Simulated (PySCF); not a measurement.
A structure optimised at PBE-D3(BJ)/def2-SVP, used in a PySCF frequency run:

```xyz
10

N     -1.3652    -0.8141     0.0000
B      0.0344    -0.9408     0.0000
F      0.5705    -2.1876     0.0000
C      1.0159     0.2797     0.0000
C      0.6734     1.5781     0.0000
F     -0.6153     1.9930     0.0000
H     -1.9879    -1.6214     0.0000
H     -1.8245     0.0951     0.0000
H      2.1025     0.0927     0.0000
H      1.3619     2.4411     0.0000
```
Charge 0, spin multiplicity 1.

Question: Write its SMILES, formula and point group.

Answer: NB(F)/C=C\F, C2H4BF2N, Cs

Question: What are its rotational constants (standard atomic weights)?

Answer: 7.1707, 2.2437, 1.7090 GHz
